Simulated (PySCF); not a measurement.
HO (SMILES [OH-]), charge -1, singlet, geometry from GFN2-xTB.

Input for PySCF:
```python
from pyscf import gto, scf, mp

mol = gto.Mole()
mol.atom = '''
    O    -0.00000000   -0.00000000   -0.10875384
    H     0.00000000    0.00000000    0.87003075
'''
mol.basis = 'cc-pvtz'
mol.charge = -1
mol.verbose = 4
mol.build()

mf = scf.RHF(mol)
mf.kernel()

pt = mp.MP2(mf)
pt.kernel()
print('E(MP2) = %.10f' % pt.e_tot)
mf.analyze()
```

Question: What is the computed SCF-reference HOMO energy (MP2/cc-pVTZ run with PySCF)?

Answer: -1.74 eV

Question: Give the MP2 correlation energy at the level MP2/cc-pVTZ.

Answer: -0.2778 Eh

Question: Predict the total energy from MP2/cc-pVTZ.

Answer: -75.6599 Eh
